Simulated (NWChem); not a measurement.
System: AlSiH4OF; SMILES [SiH3][Al]([F])[OH]

Input file for NWChem:

```
start job
memory heap 200 mb stack 900 mb global 1100 mb
geometry units angstroms noautosym nocenter noautoz
  Al     0.173299     0.487754    -0.121326
  F     -1.065644     1.474090    -0.693396
  O      1.643668     1.206591     0.379931
  H      1.811510     2.162480     0.355046
  Si    -0.090318    -1.925936     0.003703
  H      1.153412    -2.576794     0.545493
  H     -0.374145    -2.499427    -1.360645
  H     -1.247357    -2.286932     0.899148
end
basis spherical
  Al library 6-31g*
  F library 6-31g*
  O library 6-31g*
  H library 6-31g*
  Si library 6-31g*
end
dft
  xc hfexch
  iterations 150
  mulliken
end
task dft energy
esp
  recalculate
  probe 0.07
  range 0.3
  factor 1.0
  spacing 0.02
end
task esp
```

Geometry: optimised at PBE-D3(BJ)/def2-SVP.

Atomic charges in e: unrestrained fits to the electrostatic potential beside Mulliken populations; buried atoms are poorly determined by the fit.

Atoms are numbered as in the input.

Task: What results follow from this input? (Hartree-Fock/6-31G* (spherical d).) Quantities: ESP Al1; Mulliken Al1; ESP F2; Mulliken F2; ESP O3; Mulliken O3; ESP Si5; Mulliken Si5; relative RMS misfit of the potential (%).

Result: 
```json
{
  "ESP Al1": "1.14",
  "Mulliken Al1": "1.20",
  "ESP F2": "-0.52",
  "Mulliken F2": "-0.60",
  "ESP O3": "-0.95",
  "Mulliken O3": "-0.94",
  "ESP Si5": "0.03",
  "Mulliken Si5": "0.23",
  "relative RMS misfit of the potential (%)": "23"
}
```
